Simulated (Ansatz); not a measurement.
`CCCSC` and `CSC[SiH2]O` differ in one atom or group.

Ansatz, PBE0-D4/def2-TZVP geometries, multiplicity 1. Each molecule was computed in one conformer, which needn't be the lowest.

```tsv
property	`CCCSC`
LUMO energy (PBE0/def2-TZVPP) / eV	1.03
size of the dipole moment (B3LYP/def2-TZVPP) / D	1.57
HOMO energy (B3LYP/def2-TZVPP) / eV	-6.00
zero-point energy (PBE0-D4/def2-TZVP) / kJ/mol	349.3
LUMO energy (ωB97M-V/def2-TZVPP) / eV	2.55
HOMO–LUMO gap (PBE/def2-TZVPP) / eV	5.13
```

Q: What does the change do to each property? (An estimate is asked.)

A: Computed: 
```
                                        property  `CSC[SiH2]O`  shift
              LUMO energy (PBE0/def2-TZVPP) / eV          0.23  -0.80
size of the dipole moment (B3LYP/def2-TZVPP) / D          2.06   0.49
             HOMO energy (B3LYP/def2-TZVPP) / eV         -6.33  -0.33
  zero-point energy (PBE0-D4/def2-TZVP) / kJ/mol         256.9  -92.4
           LUMO energy (ωB97M-V/def2-TZVPP) / eV          1.93  -0.62
             HOMO–LUMO gap (PBE/def2-TZVPP) / eV          4.69  -0.44
```

With PBE0 the HOMO falls by 0.32 eV and the LUMO falls by 0.80 eV, so the gap narrows by about 0.48 eV. PBE moves the HOMO by -0.35 eV and ωB97M-V by -0.28 eV. The zero-point energy changes by -92.4 kJ/mol with -6 modes. Dipoles are sizes alone; their direction can turn.

B3LYP here is the variant with VWN-RPA as its local correlation; programs differ in this.
